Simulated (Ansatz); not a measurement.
A nudged elastic band was laid between two geometries of Cl2F2Ge + H2 (7 atoms, charge 0, multiplicity 1).

Computed with Ansatz 0.2.0, RKS r2SCAN-D4/def2-SVP.

```
movable images  : 7
climbing image  : yes
spring          : 5.0 eV/Å²
optimiser       : quadratic models (default)
start path      : through a guess of the saddle point
force threshold : 0.05 eV/Å
iteration limit : 60
end points      : relaxed
```

Initial state:

```xyz
7
Properties=species:S:1:pos:R:3
Ge -0.085 -0.424 0.032
Cl -0.239 -0.720 2.117
Cl 1.890 -0.611 -0.690
F -0.704 1.123 -0.379
F -1.091 -1.553 -0.773
H 0.999 2.528 1.016
H 1.538 2.368 1.526
```

Final state:

```xyz
7
Properties=species:S:1:pos:R:3
Ge 0.253 0.708 -0.427
Cl 1.033 0.149 2.927
Cl 1.934 -0.495 -0.896
F -0.618 0.982 -1.887
F -0.845 -0.262 0.509
H 0.546 2.025 0.263
H 0.006 -0.395 2.359
```

Question: Which bonds break or form, and what moves?

Answer: Bonds broken: Ge1–Cl2, H6–H7. Bonds formed: Ge1–H6, Cl2–H7. Cl2F2Ge + H2 becomes ClF2GeH + ClH.

Question: What energy profile does the band end with?

Answer: The forces met the threshold. The highest image is number 3 of 0 to 8, 2.02 eV above the first end and 1.80 eV above the last; the last end lies 0.23 eV above the first. Neighbouring images differ by up to 1.3 eV, so the band resolves the path poorly. A vibrational analysis at the climbing image gives one clearly imaginary mode, 1025i cm⁻¹: a first-order saddle point. The orbitals stay closed-shell, which can raise the energy where a bond breaks towards radicals; this wasn't checked here.

```json
{"image": "0", "path coordinate (Å)": "0.00", "energy (eV)": "0.00", "Ge1–Cl2 (Å)": "2.11", "H6–H7 (Å)": "0.76", "Ge1–H6 (Å)": "3.29"}
{"image": "1", "path coordinate (Å)": "0.90", "energy (eV)": "0.09", "Ge1–Cl2 (Å)": "2.12", "H6–H7 (Å)": "0.76", "Ge1–H6 (Å)": "2.92"}
{"image": "2", "path coordinate (Å)": "1.80", "energy (eV)": "0.70", "Ge1–Cl2 (Å)": "2.17", "H6–H7 (Å)": "0.76", "Ge1–H6 (Å)": "2.33"}
{"image": "3", "path coordinate (Å)": "2.70", "energy (eV)": "2.02", "Ge1–Cl2 (Å)": "2.45", "H6–H7 (Å)": "0.98", "Ge1–H6 (Å)": "1.74"}
{"image": "4", "path coordinate (Å)": "3.60", "energy (eV)": "0.72", "Ge1–Cl2 (Å)": "3.07", "H6–H7 (Å)": "1.63", "Ge1–H6 (Å)": "1.53"}
{"image": "5", "path coordinate (Å)": "4.50", "energy (eV)": "0.41", "Ge1–Cl2 (Å)": "3.37", "H6–H7 (Å)": "2.52", "Ge1–H6 (Å)": "1.52"}
{"image": "6", "path coordinate (Å)": "5.41", "energy (eV)": "0.36", "Ge1–Cl2 (Å)": "3.42", "H6–H7 (Å)": "3.09", "Ge1–H6 (Å)": "1.52"}
{"image": "7", "path coordinate (Å)": "6.32", "energy (eV)": "0.31", "Ge1–Cl2 (Å)": "3.44", "H6–H7 (Å)": "3.27", "Ge1–H6 (Å)": "1.52"}
{"image": "8", "path coordinate (Å)": "7.22", "energy (eV)": "0.23", "Ge1–Cl2 (Å)": "3.49", "H6–H7 (Å)": "3.25", "Ge1–H6 (Å)": "1.52"}
```

Question: What is the geometry of the highest image?

Answer: 
```xyz
7
Properties=species:S:1:pos:R:3:forces:R:3
Ge 0.191 0.242 -0.010 0.02 -0.01 -0.01
Cl 0.596 -0.379 2.329 0.00 -0.02 0.02
Cl 2.045 -0.391 -0.810 -0.01 0.00 0.00
F -0.490 1.341 -1.169 0.00 0.00 0.00
F -1.076 -0.920 -0.056 -0.01 0.00 0.00
H 0.466 1.706 0.896 -0.01 0.00 0.00
H 0.576 1.112 1.667 0.00 0.01 -0.01
```

The run took 4.2 min on 4 threads of Arm Neoverse V2, with other jobs on the host, peak memory 0.22 GiB.
